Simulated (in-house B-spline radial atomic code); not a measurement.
**PBE hybrid excitations of N VI (N5+)**

Method: PBE hybrid with 0.6 exact exchange. Computed with an all-electron radial atomic-structure program (B-spline basis): linear response of the closed shell 1s2 with the functional's adiabatic kernel; non-relativistic, point nucleus, no spin-orbit coupling, no double excitations, S, P, D and F terms only.

Command:
```bash
python run_td.py task.json out
```
Settings (radii: box in bohr, nucleus in fm):
```
Z                        7
electrons                2
configuration            1s2
hamiltonian              nr
method                   pbeh
box_radius               16.35
exact_exchange_fraction  0.6
intervals                47
```

Cost of the run: 0.1 s on 1 thread of Arm Neoverse N1, on a shared host.

The lowest states, in the order of their Tamm-Dancoff energies; the method's threshold (minus the highest occupied level) is 536.26 eV. Labels give the largest channel, * marks a mixed state, and oscillator strengths are full-response dipole values. Semilocal kernels can invert the small singlet-triplet splittings of Rydberg terms. Energies in eV:

```csv
state,full response,Tamm-Dancoff,oscillator strength
1s → 2s 3S,414.14,414.19,-
1s → 2s 1S,420.91,420.98,-
1s → 2p 3P,421.05,421.08,-
1s → 2p 1P,425.56,425.58,0.644
1s → 3s 3S,484.82,484.83,-
1s → 3s 1S,?,?,-
1s → 3p 3P,486.80,486.81,-
1s → 3p 1P,487.98,487.99,0.134
1s → 3d 3D,?,?,-
1s → 3d 1D,488.27,488.27,-
```

**Question.** Where does 1s → 3s 1S lie?

**Answer.** At 486.50 eV in full response, 486.52 eV in Tamm-Dancoff.

**Question.** Where does 1s → 3d 3D lie?

**Answer.** At 488.23 eV in full response, 488.23 eV in Tamm-Dancoff.

**Question.** How large is the singlet-triplet splitting of 1s → 2s (S terms) in Tamm-Dancoff?

**Answer.** 6.79 eV, from the unrounded values.

**Question.** What polarisabilities and dispersion coefficient does the method give?

**Answer.** Dipole 0.0047 bohr³, quadrupole 0.0003916 bohr⁵, C6 0.0003056 hartree·bohr⁶ for two such species.
